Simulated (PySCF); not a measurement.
C₄H₉O₂, doublet, at a GFN2-xTB geometry, atoms displaced at random by about 0.03 Å a coordinate; R2SCAN/STO-3G, gradient in PySCF.

The PySCF input:
```python
from pyscf import gto, scf, dft

mol = gto.Mole()
mol.atom = '''
    C     2.429536    0.089207   -0.220285
    O     1.552472   -1.011171   -0.386546
    C     0.248026   -0.820464   -0.146178
    C    -0.400021    0.274733    0.720964
    O    -1.702712    0.307102    0.680704
    C    -2.214493    0.722306   -0.526072
    H     2.420909    0.483898    0.765298
    H     3.401746   -0.283967   -0.514409
    H     2.149834    0.948265   -0.898181
    H    -0.315196   -1.737681   -0.143707
    H     0.098950    1.302098    0.367617
    H    -0.075274    0.203724    1.753742
    H    -1.909786    0.055528   -1.349626
    H    -1.921797    1.727921   -0.884456
    H    -3.336798    0.608422   -0.466218
'''
mol.basis = 'sto-3g'
mol.charge = 0
mol.spin = 1
mol.verbose = 4
mol.build()

mf = dft.UKS(mol)
mf.xc = 'r2scan'
mf.grids.level = 0
mf.kernel()
g = mf.nuc_grad_method()
g.grid_response = True
grad = g.kernel()
```

Q: What does PySCF print? Leave out banner, timings and long lists.

A: 
```
PySCF version 2.14.0

[INPUT] verbose = 4
[INPUT] num. atoms = 15
[INPUT] num. electrons = 49
[INPUT] charge = 0
[INPUT] spin (= nelec alpha-beta = 2S) = 1
[INPUT] symmetry False subgroup None
[INPUT] Mole.unit = angstrom
[INPUT] Symbol           X                Y                Z      unit          X                Y                Z       unit  Magmom
[...]
nuclear repulsion = 250.724111345002
number of shells = 27
number of NR pGTOs = 117
number of NR cGTOs = 39
basis = sto-3g
ecp = {}

******** <class 'pyscf.dft.uks.UKS'> ********
method = UKS
initial guess = minao
damping factor = 0
level_shift factor = 0
DIIS = <class 'pyscf.scf.diis.CDIIS'>
diis_start_cycle = 1
diis_space = 8
diis_damp = 0
SCF conv_tol = 1e-09
SCF conv_tol_grad = None
SCF max_cycles = 50
direct_scf = True
direct_scf_tol = 1e-13
number electrons alpha = 25  beta = 24
XC library pyscf.dft.libxc version 7.1.2
    S. Lehtola, C. Steigemann, M. J. T. Oliveira, and M. A. L. Marques,  SoftwareX 7, 1–5 (2018)
XC functionals = r2scan
    J. W. Furness, A. D. Kaplan, J. Ning, J. P. Perdew, and J. Sun,  J. Phys. Chem. Lett. 11, 8208–8215 (2020)
    J. W. Furness, A. D. Kaplan, J. Ning, J. P. Perdew, and J. Sun,  J. Phys. Chem. Lett. 11, 9248–9248 (2020)
    J. W. Furness, A. D. Kaplan, J. Ning, J. P. Perdew, and J. Sun,  J. Phys. Chem. Lett. 11, 8208–8215 (2020)
    J. W. Furness, A. D. Kaplan, J. Ning, J. P. Perdew, and J. Sun,  J. Phys. Chem. Lett. 11, 9248–9248 (2020)
radial grids:
    Treutler-Ahlrichs [JCP 102, 346 (1995); DOI:10.1063/1.469408] (M4) radial grids

becke partition: Becke, JCP 88, 2547 (1988); DOI:10.1063/1.454033
pruning grids: <function nwchem_prune>
grids dens level: 0
symmetrized grids: False
atomic radii adjust function: <function treutler_atomic_radii_adjust>
small_rho_cutoff = 0
Set gradient conv threshold to 3.16228e-05
tot grids = 12096
init E= -304.849447263071

cycle= 1 E= -304.038782371532  delta_E= 0.811  |g|= 0.333  |ddm|= 3.44
cycle= 2 E= -303.982158313618  delta_E= 0.0566  |g|= 0.475  |ddm|=  1.1
cycle= 3 E= -304.110046529165  delta_E= -0.128  |g|= 0.0504  |ddm|= 0.648
cycle= 4 E= -304.111533888468  delta_E= -0.00149  |g|= 0.0157  |ddm|= 0.0887
cycle= 5 E= -304.111693395206  delta_E= -0.00016  |g|= 0.00582  |ddm|= 0.0299
cycle= 6 E= -304.111717135375  delta_E= -2.37e-05  |g|= 0.00147  |ddm|= 0.0102
cycle= 7 E= -304.111719367822  delta_E= -2.23e-06  |g|= 0.000571  |ddm|= 0.00382
cycle= 8 E= -304.111719620873  delta_E= -2.53e-07  |g|= 0.000136  |ddm|= 0.00111
cycle= 9 E= -304.111719638096  delta_E= -1.72e-08  |g|= 3.57e-05  |ddm|= 0.000303
cycle= 10 E= -304.111719639604  delta_E= -1.51e-09  |g|= 8.54e-06  |ddm|= 9.61e-05
cycle= 11 E= -304.111719639726  delta_E= -1.22e-10  |g|= 2.26e-06  |ddm|= 3.13e-05
Extra cycle  E= -304.111719639727  delta_E= -1.59e-12  |g|= 2.43e-06  |ddm|= 6.69e-06
converged SCF energy = -304.111719639727  <S^2> = 0.75337153  2S+1 = 2.0033687

******** <class 'pyscf.grad.uks.Gradients'> for <class 'pyscf.dft.uks.UKS'> ********
unit = Eh/Bohr
grid_response = True
--------------- UKS gradients ---------------
         x                y                z
0 C     0.0143560153    -0.0294866883     0.0409807111
1 O    -0.0393034298     0.0460093866     0.0144575476
2 C     0.0555540392    -0.0239469439    -0.0086906270
3 C    -0.1756041678    -0.0549762950     0.0369469225
4 O     0.1316529219     0.0111479282    -0.0580545272
5 C     0.0452612837     0.0047911410     0.0588364922
6 H    -0.0070789581    -0.0120483850    -0.0416731022
7 H    -0.0214022294     0.0020901053     0.0008063347
8 H    -0.0059397157     0.0081691629    -0.0042408726
9 H     0.0074956152     0.0241230532     0.0030998611
10 H     0.0170159870     0.0306232318    -0.0126012475
11 H    -0.0029153521     0.0082497443    -0.0303096136
12 H    -0.0043845018     0.0083620031     0.0107105348
13 H     0.0005187573    -0.0124515309    -0.0097810159
14 H    -0.0152262649    -0.0106559132    -0.0004873979
----------------------------------------------
```
